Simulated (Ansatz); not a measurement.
Species: Si$_{2}$H$_{4}$, charge 0, multiplicity 1. SMILES: [SiH][SiH3]
Coordinates optimised at B3LYP-D3(BJ)/def2-TZVP (Ansatz, a program for electronic structure):
```xyz
6

Si     0.0071     1.0500     0.8096
H     -0.4184     1.8608    -0.4081
Si     0.0198    -0.9006    -0.5838
H      0.9769    -0.6998    -1.7070
H     -1.3363    -1.1013    -1.1659
H      0.4013    -2.1512     0.1194
```

Parts of the frozen-core correlation energy in STO-3G (Ansatz, hartree). Frozen orbitals: 10; correlated occupied orbitals by spin: 6 and 6; virtual: 6 and 6. No spin-orbit coupling. Non-relativistic. The restricted reference is unstable.

| term | value |
|---|---|
| reference (HF) | -573.44526 |
| MP2 opposite-spin | -0.06905 |
| MP2 same-spin | -0.00222 |
| CCSD correlation | -0.10754 |
| (T) | -0.00070 |
| FCI minus CCSD(T) | -0.00037 |
| T1 diagnostic | 0.007 |
| largest doubles amplitude | 0.091 |
